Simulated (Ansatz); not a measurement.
Basis-set series for `OBB[SiH3]`. Total charge 0; spin multiplicity 1. All single points use the PBE0-D4/def2-TZVP geometry. It is one conformer, not always the lowest.

```json
{"functional": "PBE0-D4", "basis": "def2-SVP", "functions": "90", "energy (Eh)": "-417.54907", "HOMO (eV)": "-7.63", "LUMO (eV)": "-2.18"}
{"functional": "PBE0-D4", "basis": "def2-QZVPP", "functions": "421", "energy (Eh)": "-417.81462", "HOMO (eV)": "-7.70", "LUMO (eV)": "-2.30"}
{"functional": "ωB97M-V", "basis": "def2-SVP", "functions": "90", "energy (Eh)": "-417.73171", "HOMO (eV)": "-9.79", "LUMO (eV)": "-0.12"}
{"functional": "ωB97M-V", "basis": "def2-QZVPP", "functions": "421", "energy (Eh)": "-418.00381", "HOMO (eV)": "-9.89", "LUMO (eV)": "-0.37"}
```

Q: Give the rows for def2-TZVPP. (Best estimate.)

A: Ansatz gave: 
```
functional       basis  functions  energy (Eh)  HOMO (eV)  LUMO (eV)
   PBE0-D4  def2-TZVPP        219   -417.79720      -7.69      -2.28
   ωB97M-V  def2-TZVPP        219   -417.98746      -9.87      -0.31
```
